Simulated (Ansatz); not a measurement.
# Ligand exchange: SiH(CH3)2Br + SnHBr3 → SiH2(CH3)2 + SnBr4

Species: SiH(CH3)2Br, singlet; SnHBr3 `[Br][SnH]([Br])[Br]`, singlet; SiH2(CH3)2 (dimethylsilane), singlet; SnBr4 (stannic bromide) `[Br][Sn]([Br])([Br])[Br]`, singlet. The partners trade Br for H: Si–Br and Sn–H bonds give way to Si–H and Sn–Br.

Shapes, held fixed at every level: PBE0-D4/def2-TZVP. Programs: Ansatz 0.2.0. The zero-point and thermal change to 298 K, harmonic and unscaled (PBE0-D4/def2-TZVP), is +2.3 kJ/mol.

```json
{"level": "PBE-D4/def2-TZVPP", "kind": "GGA", "ΔH(298 K) (kJ/mol)": "+12.2", "less CCSD(T)/def2-TZVPP": "-4.0", "CPU time (sum over the molecules)": "76 s"}
{"level": "BHLYP-D4/def2-TZVPP", "kind": "global hybrid", "ΔH(298 K) (kJ/mol)": "+10.1", "less CCSD(T)/def2-TZVPP": "-6.1", "CPU time (sum over the molecules)": "1.9 min"}
{"level": "PBE0-D4/def2-TZVPP", "kind": "global hybrid", "ΔH(298 K) (kJ/mol)": "+15.0", "less CCSD(T)/def2-TZVPP": "-1.2", "CPU time (sum over the molecules)": "96 s"}
{"level": "r2SCAN0-D4/def2-TZVPP", "kind": "global hybrid", "ΔH(298 K) (kJ/mol)": "+17.3", "less CCSD(T)/def2-TZVPP": "+1.1", "CPU time (sum over the molecules)": "2.6 min"}
{"level": "wB97M-V/def2-TZVPP", "kind": "range-separated hybrid", "ΔH(298 K) (kJ/mol)": "+18.4", "less CCSD(T)/def2-TZVPP": "+2.2", "CPU time (sum over the molecules)": "5.8 min"}
{"level": "wB97X-V/def2-TZVPP", "kind": "range-separated hybrid", "ΔH(298 K) (kJ/mol)": "+16.9", "less CCSD(T)/def2-TZVPP": "+0.7", "CPU time (sum over the molecules)": "3.5 min"}
{"level": "CCSD/def2-SVP", "kind": "coupled cluster or CI", "ΔH(298 K) (kJ/mol)": "+7.0", "less CCSD(T)/def2-TZVPP": "-9.2", "CPU time (sum over the molecules)": "–"}
{"level": "CCSD(T)/def2-TZVPP", "kind": "coupled cluster or CI", "ΔH(298 K) (kJ/mol)": "+16.2", "less CCSD(T)/def2-TZVPP": "0.0", "CPU time (sum over the molecules)": "32 min"}
```

The highest level, CCSD(T)/def2-TZVPP, gives ΔH(298 K) = +16.2 kJ/mol; the levels span +7.0 to +18.4. The column of differences is taken from that level and isn't an error. No measured value is set beside it here. For atoms past krypton def2 sets carry core potentials with scalar relativity. Relativity is left out for Br. Outer-core shells of Br, Sn are correlated, in sets that cover them unevenly. Times are processor times on shared x86 and Arm servers, and rough.
